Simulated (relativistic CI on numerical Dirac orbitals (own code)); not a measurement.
Calculated at this level of theory: Dirac-Coulomb-Breit CI, orbitals from a KLI potential per configuration, QED by a radiative potential, unscaled Slater integrals (own radial code, finite nucleus).

The strongest absorption lines from the ground level of an ion, among the configurations computed and to levels below about 1500 eV (vacuum wavelength in nm, gf): 0.89003 (0.041), 0.92834 (0.03), 0.93319 (0.28), 0.93660 (0.1), 0.94356 (0.037), 0.95685 (1.3), 1.0107 (0.057), 10.402 (0.096).

(1) Which ion is it?
A. Cu²³⁺
B. Ga²⁵⁺
C. Cu²⁵⁺
D. As²⁷⁺

## Answers

(1) A. Cu²³⁺ has 6 electrons and the ground level 2s2.2p2 3P_0; the strongest line goes to 2s2.2p.3d 3D°_1. The pattern of lines fixes the number of electrons, and along that sequence the line energies rise steadily with the charge (about as its square where n changes within one kind of shell, about linearly where n is kept but much faster in heavy ions where fine structure, which grows about as Z⁴, sets the gap, and irregularly where shells cross), which fixes Z. Configurations outside the model, such as inner-shell arrays, can give stronger lines. At this charge energies of transitions that change n are usually good to better than 1 %, and those within a shell (Δn = 0) to a few per cent.

LS names give the leading component of a level, which can be under half, so a name can repeat, a term be missing and a line seem to break the LS rules.
